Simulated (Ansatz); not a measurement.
Ansatz (a program for electronic structure) input (CCSD(T)/aug-cc-pV(D+d)Z):
A basis named .json is the Basis Set Exchange file of that set.

Ansatz 0.2 input:
```yaml
crystal:
  periodic: [false, false, false]
  atoms:
    - {symbol: C, position_ang: [0.49340060, -0.59685356, 0.01157239]}
    - {symbol: C, position_ang: [-0.79925408, -0.33162174, 0.07436030]}
    - {symbol: F, position_ang: [-1.72376420, -1.26740236, 0.19996887]}
    - {symbol: F, position_ang: [-1.34397049, 0.86328454, 0.02315194]}
    - {symbol: Cl, position_ang: [1.68238799, 0.63658921, -0.15211773]}
    - {symbol: H, position_ang: [0.84413723, -1.61410440, 0.06231804]}
basis:
  gaussian:
    orbitals: aug-cc-pV_D+d_Z.json
magnetization: {spin_polarized: false}
correlation: {method: ccsd_t, electrons: outside_noble_gas}
output: {forces: true}
```

Output:

```
Functional definition: HF
integrals: 0.29 GiB planned
1281 factors; integrals over basis functions are off by at most 6.2e-4 eV
mean field: 0.66 GiB planned
mean field evaluation 1: about -19989.9139 eV, gradient 3.0e1 eV
mean field evaluation 2: about -19989.9568 eV, gradient 3.0e1 eV
mean field evaluation 4: about -19991.9272 eV, gradient 3.3e0 eV
mean field evaluation 8: about -19991.9679 eV, gradient 2.6e-1 eV
mean field evaluation 16: about -19989.9129 eV, gradient 3.0e1 eV
mean field -19991.96834608 eV, -734.6912856756 hartree, gradient 1.6e-6 eV, S^2 0.000000; 0 other end points of the search recorded, 0 dependent functions left out
9 core orbitals not correlated
reference -19991.96834608 eV, -734.6912856756 hartree; 15, 15 occupied and 109, 109 virtual orbitals, 1281 factors
densities: 1.58 GiB planned
second order -22.25773016 eV of doubles, -0.00000000 eV of singles
coupled cluster: 0.91 GiB planned
cycle   1  -22.35828037 eV  change   -1.0e-1 eV  update   1.1e-1
cycle   2  -22.86777233 eV  change   -5.1e-1 eV  update   3.4e-2
cycle   3  -23.00621614 eV  change   -1.4e-1 eV  update   1.7e-2
cycle   4  -23.00153922 eV  change    4.7e-3 eV  update   3.9e-3
cycle   5  -22.99895356 eV  change    2.6e-3 eV  update   1.5e-3
cycle   6  -22.99985292 eV  change   -9.0e-4 eV  update   4.5e-4
cycle   7  -22.99982158 eV  change    3.1e-5 eV  update   1.4e-4
cycle   8  -22.99974874 eV  change    7.3e-5 eV  update   5.7e-5
cycle   9  -22.99976278 eV  change   -1.4e-5 eV  update   2.5e-5
cycle  10  -22.99977043 eV  change   -7.6e-6 eV  update   8.2e-6
perturbative correction -0.76237929 eV, -0.0280169221 hartree
the calculation of the forces begins
Total energy: -20015.73049580 eV, -735.5645285713 hartree
Atom 0 at     0.493401    -0.596854     0.011572 Å, force     1.059070    -0.073692    -0.061740 eV/Å
Atom 1 at    -0.799254    -0.331622     0.074360 Å, force    -0.503853     0.122729     0.023086 eV/Å
Atom 2 at    -1.723764    -1.267402     0.199969 Å, force    -0.582346    -0.623560     0.081567 eV/Å
Atom 3 at    -1.343970     0.863285     0.023152 Å, force    -0.343998     0.816067    -0.036746 eV/Å
Atom 4 at     1.682388     0.636589    -0.152118 Å, force     0.206880     0.242063    -0.030450 eV/Å
Atom 5 at     0.844137    -1.614104     0.062318 Å, force     0.164247    -0.483607     0.024283 eV/Å
Dipole moment:     0.078197    -0.209664     0.010085 e Å
```
